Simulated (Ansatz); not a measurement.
Mulliken charges of CH3FO2Si (`O[Si]1(F)CO1`) from PBE/def2-TZVPP in Ansatz (PBE0-D4/def2-TZVP geometry).

```tsv
atom	x (Å)	y (Å)	z (Å)	charge (e)
O1	-0.167	1.155	1.523	-0.330
Si2	0.499	0.218	0.388	0.674
F3	1.970	-0.038	0.888	-0.264
C4	-0.297	-0.866	-0.783	-0.162
O5	0.241	0.508	-1.188	-0.332
H6	-1.013	1.558	1.320	0.204
H7	-1.375	-0.926	-0.913	0.103
H8	0.235	-1.667	-1.292	0.107
```

By hand: the dipole of these point charges (1 e Å = 4.8032 D).

Σ q r = (-0.484, -0.208, 0.083) e Å, of length 0.533 e Å = 2.56 D.

How does the dipole of the full density compare? (Estimate.)

The calculation gave: (-0.459, -0.068, 0.102) e Å, 2.28 D; the point charges give 1.12 times that, at 15° from its direction.

Point charges leave out the atoms' own dipoles, such as those of lone pairs, and Mulliken's split depends on the basis, so the close match here is no proof of good charges.
